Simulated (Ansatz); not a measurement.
Errors in the atomisation enthalpy at 298 K

8 molecules with halogens; the atomisation enthalpy at 298 K in kJ/mol, computed less measured. Shapes, held fixed at every level: PBE0-D4/def2-TZVP. Thermal terms are harmonic and unscaled (PBE0-D4/def2-TZVP); the spin-orbit lowering of the free atoms is taken from their spectra. Programs: Ansatz 0.2.0. Measured values: Active Thermochemical Tables, CRC Handbook of Chemistry and Physics, NIST-JANAF tables.

Levels: A = HF/STO-3G; B = HF/def2-TZVPP; C = wB97M-V/cc-pVDZ; D = wB97X-V/def2-TZVPP.

| molecule | from tabulated heats | A | B | C | D |
| --- | --- | --- | --- | --- | --- |
| HF (SMILES F) | 570 | -283 | -189 | -37 | -16 |
| BBr2F (dibromofluoroborane) | 1388 | -166 | -375 | -15 | -11 |
| CBr2ClF (dibromochlorofluoromethane) | 1329 | -486 | -610 | -35 | -11 |
| CBrCl2F (bromodichlorofluoromethane) | 1391 | -541 | -608 | -27 | -5 |
| SiCl4 (silicon tetrachloride) | 1598 | -342 | -433 | -65 | +8 |
| C2H3ClO (acetyl chloride) | 2700 | -646 | -833 | -12 | 0 |
| C2H4Cl2 (1,1-dichloroethane) | 2676 | -309 | -753 | -12 | +7 |
| C3H7F (SMILES CC(C)F) | 4049 | -347 | -1033 | +3 | +20 |

(1) Which level does best on this set, which worst, and which err to one side?

Results:

(1) 
```csv
level,kind,mean error,mean absolute error,worst case
HF/STO-3G,Hartree–Fock,-390.0,390.0,C2H3ClO
HF/def2-TZVPP,Hartree–Fock,-604.2,604.2,C3H7F
wB97M-V/cc-pVDZ,range-separated hybrid,-25.0,25.8,SiCl4
wB97X-V/def2-TZVPP,range-separated hybrid,-1.0,9.8,C3H7F
```

On this set wB97X-V/def2-TZVPP has the smallest mean absolute error and HF/def2-TZVPP the largest. HF/STO-3G is too low in 8 of 8; HF/def2-TZVPP is too low in 8 of 8; wB97M-V/cc-pVDZ is too low in 7 of 8. Heats of the atoms come from ATcT where it has them, that of boron, 570 kJ/mol, from recent work. The levels differ in basis as well as in method. The tabulated values of BBr2F, C3H7F are in doubt (older tables, estimates, or at odds with other calculations) and kept here. Over the 6 molecules whose values aren't doubted the mean absolute errors are A 434.5; B 571.0; C 31.3; D 7.8. For HF/def2-TZVPP the error tends to grow with the atomisation enthalpy. Hartree–Fock lacks correlation and underbinds. Relativity is left out for Br. The set is small.
